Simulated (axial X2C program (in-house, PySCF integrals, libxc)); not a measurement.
## SnTe: from Re and ωe to a spectrum

A bond curve at the PBE0 level, 2c, was computed with an in-house all-electron X2C program for linear molecules (integrals from PySCF) (basis Te dyall-cv3z [11s12p8d4f1g], Sn dyall-cv3z [11s12p9d4f1g] (cores contracted in-house)) for the state Ω = 0 (closed shell). Its fit gives Re = 2.5253 Å, ωe = 264.1 cm⁻¹, ωexe = 0.388 cm⁻¹ and αe = 8.621e-05 cm⁻¹; the masses are 129.9062 and 119.9022 u. Two-component means X2C with spin–orbit coupling and atomic mean-field Coulomb and Gaunt terms.

**Question.** Find the reduced mass, Be and the force constant.

**Answer.** From the PBE0 values: μ = 62.3519 u. Be = 16.8576/(μ Re²) = 0.0424 cm⁻¹. k = 5.8918×10⁻⁷ μ ωe² = 2.56 mdyn/Å.

**Question.** Estimate the centrifugal constant by the Kratzer relation.

**Answer.** D = 4Be³/ωe² = 4.37e-09 cm⁻¹.

**Question.** Give B0, the J = 1←0 line in GHz and the most populated J at 300 K (kT = 208.5 cm⁻¹).

**Answer.** B0 = Be − αe/2 = 0.04235 cm⁻¹; 2B0 = 2.539 GHz; J(max) ≈ √(kT/2B0) − 1/2 = 49.1, so J = 49.

**Question.** Where do the fundamental and the first overtone lie?

**Answer.** ν(1←0) = ωe − 2ωexe = 263.3 cm⁻¹; ν(2←0) = 2ωe − 6ωexe = 525.9 cm⁻¹.

**Question.** A Morse curve ties αe to the other constants (Pekeris). How well does that hold?

**Answer.** αe(Morse) = 6Be²/ωe × (√(ωexe/Be) − 1) = 8.270e-05 cm⁻¹; the PBE0 curve gives 8.621e-05 cm⁻¹, a ratio of 0.96.

The state is a single determinant with fixed occupations, the lowest that a limited PBE0 search found.
